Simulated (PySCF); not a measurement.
# First hyperpolarisability: `InChI=1S/C5H8ClN/c6-4-2-1-3-5-7/h1-4H2`

Geometry:
| atom | x (Å) | y (Å) | z (Å) |
| --- | --- | --- | --- |
| N1 | 2.291 | 1.196 | 1.070 |
| C2 | 1.906 | 0.208 | 0.607 |
| C3 | 1.384 | -1.015 | 0.005 |
| C4 | 0.117 | -0.780 | -0.818 |
| C5 | -1.049 | -0.263 | 0.010 |
| C6 | -2.310 | -0.020 | -0.790 |
| Cl7 | -2.945 | -1.529 | -1.522 |
| H8 | 2.177 | -1.453 | -0.622 |
| H9 | 1.190 | -1.738 | 0.815 |
| H10 | -0.167 | -1.730 | -1.296 |
| H11 | 0.338 | -0.071 | -1.634 |
| H12 | -1.273 | -0.971 | 0.826 |
| H13 | -0.773 | 0.692 | 0.491 |
| H14 | -2.135 | 0.682 | -1.619 |
| H15 | -3.112 | 0.383 | -0.158 |

Theory: PySCF, quadratic response CAM-B3LYP/aug-cc-pVDZ first hyperpolarisability, Taylor convention, gas phase. Geometry: PBE0-D3(BJ)/def2-SVP.

(1) Give β for the processes computed.

(2) Which lowest excitations, dipole and polarisabilities go with it?

Results:

(1) In au, Taylor convention; the vector part is βᵢ = ⅓ Σⱼ (βᵢⱼⱼ + βⱼᵢⱼ + βⱼⱼᵢ); β∥ is 3/5 of the vector part along the dipole, the dipole points from − to +:
| process | λ (nm) | β vector norm | β∥ | β HRS | depolarisation ratio |
| --- | --- | --- | --- | --- | --- |
| static β(0;0,0) | ∞ | 14.2 | 7.0 | 13.7 | 1.80 |
| second harmonic β(−2ω;ω,ω) | 1907 | 13.8 | 6.6 | 14.1 | 1.77 |
| Pockels β(−ω;ω,0) | 1907 | 14.0 | 6.8 | – | – |
| second harmonic β(−2ω;ω,ω) | 1064 | 12.9 | 5.7 | 14.9 | 1.70 |
| Pockels β(−ω;ω,0) | 1064 | 13.8 | 6.6 | – | – |

(2) S1 7.31 eV (f = 0.004); S2 7.43 eV (f = 0.006); S3 7.60 eV (f = 0.001); dipole 2.07 D; isotropic α 78.6 au static, 78.8 au at 1907 nm, 79.1 au at 1064 nm, 79.3 au at 953.5 nm, 80.9 au at 532 nm.
